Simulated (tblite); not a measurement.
Compound: C₅H₁₁GeOP.
Geometry (GFN2-xTB, Å), atoms numbered from 1 in this order:
```
atom  x, y, z in Å
C1     2.6638    0.2870   -0.3917
C2     1.1752    0.3835   -0.2192
O3     0.4999    1.2153   -0.7815
C4     0.5238   -0.6404    0.6613
C5    -0.5437    0.0565    1.5152
Ge6   -1.8653   -0.1908    0.0054
P7    -2.6489    1.3097   -1.5837
C8    -0.3484   -1.4825   -0.2943
H9     3.1481    0.4689    0.5667
H10    2.9261   -0.7197   -0.7117
H11    3.0161    1.0112   -1.1218
H12    1.2628   -1.2146    1.2266
H13   -0.8158   -0.5531    2.3739
H14   -0.2426    1.0416    1.8642
H15   -3.0986   -0.9875    0.5014
H16   -1.6725    2.2482   -1.3235
H17   -3.5363    1.8684   -0.6669
H18   -0.5587   -2.4591    0.1388
H19    0.1051   -1.6334   -1.2722
```

Computed with GFN2-xTB (tblite): harmonic, unscaled wavenumbers at the GFN2-xTB geometry, gas phase. Against measured fundamentals such values can be off by several per cent, at times by over 20. Modes of hydrogen on germanium and phosphorus can be 10 to 20 % off. One conformer, not necessarily the lowest. The optimisation stopped once no atom felt more than 0.01 eV/Å.

Lowest wavenumbers of the output (negative numbers stand for imaginary wavenumbers):
```
mode    cm-1
  1     -22.5
  2      37.8
  3      83.7
  4     102.6
  5     133.7
  6     139.2
  7     234.6
  8     289.2
  9     294.4
 10     343.4
```

**Question.** Is this structure a minimum?

**Answer.** Not by this Hessian. 1 mode is imaginary beyond 20i (22i cm⁻¹), so at this level the point lies at or near a first-order saddle. The curvature is small, so loose convergence or finite differences may be the whole cause.

**Question.** Which atoms move in the imaginary mode?

**Answer.** 22i: P7 (three-coordinate phosphorus) 30 %, H16 (P–H hydrogen) 25 %, H17 (P–H hydrogen) 21 %, O3 (ketone oxygen) 12 %. These are shares of the mass-weighted motion.

**Question.** What is the remedy?

**Answer.** Step along that mode in both directions, optimise again with tighter thresholds and repeat the frequencies. The zero-point energy of this point (88.4 kcal/mol) counts the 50 real modes alone, and thermal corrections from it aren't those of a minimum.

The run took 0.89 s on an Arm Neoverse V1 with one thread, no GPU, shared host with 32 logical CPUs at a one-minute load of 29. This covers the Hessian and the dipole derivatives.
